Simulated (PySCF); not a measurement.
## Cu²⁺ (copper, charge +2): UHF calculation

Configuration: [Ar] 3d8 4p1, one real determinant (an excited configuration). Calculation: PySCF 2.14, in dyall-av2z (16s12p7d2f, 101 functions); the non-relativistic Hamiltonian (point nucleus).

* Total energy: -1637.566912 hartree
* One-electron energy: -2252.0434 hartree
* Hartree (Coulomb) energy: 679.4534 hartree
* Exchange energy: -64.9768 hartree
* Kinetic energy: 1637.50503 hartree
* ⟨S²⟩: 3.7515
* ⟨L²⟩: 14.018
* Sum of ⟨r⟩: 17.24 bohr
* Sum of ⟨r²⟩: 21.34 bohr²
* Traceless quadrupole moment −½Σ⟨3z² − r²⟩ along its main axis: -3.44 e·bohr²
* Density at the nucleus (Gaussians lack the cusp): 16400 bohr⁻³
* Spin density at the nucleus: -0.576 bohr⁻³
* Langevin diamagnetic susceptibility: -16.9 ×10⁻⁶ cm³/mol

| shell | electrons | mean orbital energy (eV) | spread (eV) | rms radius, mean of both spins (bohr) |
| --- | --- | --- | --- | --- |
| 1s α | 1 | -8984.0 | 0 | 0.0612 |
| 1s β | 1 | -8984.0 | 0 | 0.0612 |
| 2s α | 1 | -1150.1 | 0 | 0.258 |
| 2s β | 1 | -1147.7 | 0 | 0.258 |
| 2p α | 3 | -1008.5 | 0.072 | 0.230 |
| 2p β | 3 | -1006.1 | 0.119 | 0.230 |
| 3s α | 1 | -175.88 | 0 | 0.767 |
| 3s β | 1 | -169.91 | 0 | 0.767 |
| 3p α | 3 | -129.98 | 0.045 | 0.803 |
| 3p β | 3 | -122.78 | 0.423 | 0.803 |
| 3d α | 5 | -51.741 | 1.815 | 0.953 |
| 3d β | 3 | -48.788 | 0.313 | 0.953 |
| 4p α | 1 | -20.908 | 0 | 2.93 |

⟨L²⟩ = 14.02 against 20 for a pure G term, so this real determinant mixes terms.

Spin-orbit constants ζ (cm⁻¹) from the X2C one-electron operator on these orbitals (non-relativistic here): bare nucleus, nucleus screened by l(l+1)(2l+1)/3 electrons, and screened by the Breit-Pauli mean field of the electrons.

```
shell    bare  screened nucleus  mean field
   2p  109300            101800       98230
   3p   13970             13010       12460
   3d    1523             998.0       912.5
   4p   755.2             703.2       668.0
```

To first order the Landé constant is A = -172.5 cm⁻¹, so the lowest level has J = 11/2 and lies 0.128 eV below the centre of the term. This holds in LS coupling only.
